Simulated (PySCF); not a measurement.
**How methods differ on the excitation energy of C(2+)**

C(2+) [He] 2s2 (1S) → C(2+) [He] 2s1 2p1 (3P), as a difference of total energies. All numbers are calculated (PySCF 2.14, the spin-free X2C one-electron Hamiltonian (Gaussian nucleus), in aug-cc-pCVTZ-DK). Correlated levels: valence and next inner shell: nothing frozen. The calculations carry no spin-orbit coupling.

| method | excitation energy (eV) |
| --- | --- |
| UHF | 4.688 |
| MP2 (valence and next inner shell) | 5.802 |
| SCS-MP2 (valence and next inner shell) | 6.113 |
| CCSD (valence and next inner shell) | 6.515 |
| CCSD(T) (valence and next inner shell) | 6.531 |

Question: How much does correlation contribute at CCSD(T) (valence and next inner shell)?

Answer: 6.531 − (4.688) = 1.843 eV, measured against UHF.

A first-order spin-orbit estimate (lowest level to lowest level, LS coupling) adds -0.007 eV.
